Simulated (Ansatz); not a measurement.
Cost and result up the ladder for Ca₂Se₂ (the lowest singlet isomer of a short search) (4 atoms). Charge 0, multiplicity 1. Geometry: PBE0-D4/def2-SVP.

```xyz
4

Ca    1.1008    0.9881   -0.7840
Ca   -1.1005   -0.9876    0.7850
Se   -1.4597    1.4465   -0.2263
Se    1.4593   -1.4470    0.2253
```

Ansatz on 4 threads of Arm Neoverse V1 on a shared host. Times are rough, and most runs start from the orbitals of an earlier one. PBE0-D4/def2-TZVPD serves as the yardstick here, not as an exact answer. Differences are given only for rows in sets of like size (and for xTB, whose basis is part of the method), since another set adds its own error. Binding counts from free atoms at the same level (Ca singlet, Se triplet; other spins of the atoms weren't run), without zero-point energy or a counterpoise term.

The 6-31G sets use Cartesian d functions. B3LYP takes the VWN-RPA correlation. Correlated methods freeze 28 core orbitals; core or outer-core shells of Ca, Se are correlated, in sets that lack core-valence functions. The structure comes from a short search, and lower isomers may exist.

Correlated methods converge slowly with the basis.

| level | functions | wall time | binding energy per atom (eV) | difference from PBE0-D4/def2-TZVPD (eV) |
| --- | --- | --- | --- | --- |
| PBE-D4/def2-SVP | 112 | 1.4 s | 2.91 | – |
| PBE0-D4/def2-SVP | 112 | 2.5 s | 2.82 | – |
| BLYP-D4/def2-TZVP | 168 | 2.6 s | 2.71 | -0.09 |
| MP2/def2-TZVP | 168 | 3.2 s | 2.55 | -0.25 |
| PBE-D4/def2-TZVP (with forces) | 168 | 3.3 s | 2.88 | 0.08 |
| B3LYP-D4/6-31G | 116 | 3.8 s | 2.64 | – |
| PBE-D4/def2-TZVPD | 186 | 4.4 s | 2.88 | 0.08 |
| PBE0-D4/def2-TZVP | 168 | 4.6 s | 2.80 | 0.00 |
| RPA@PBE/def2-TZVP | 168 | 4.9 s | 2.05 | -0.75 |
| r2SCAN-D4/def2-TZVP | 168 | 7 s | 3.00 | 0.20 |
| PBE0-D4/def2-TZVPD | 186 | 7.5 s | 2.80 | 0.00 |
| r2SCAN-D4/def2-TZVPD | 186 | 8 s | 3.00 | 0.20 |
| B97M-V/def2-TZVP | 168 | 12 s | 2.76 | -0.04 |
| CCSD(T)/def2-TZVPP | 168 | 73 s | 2.41 | -0.39 |
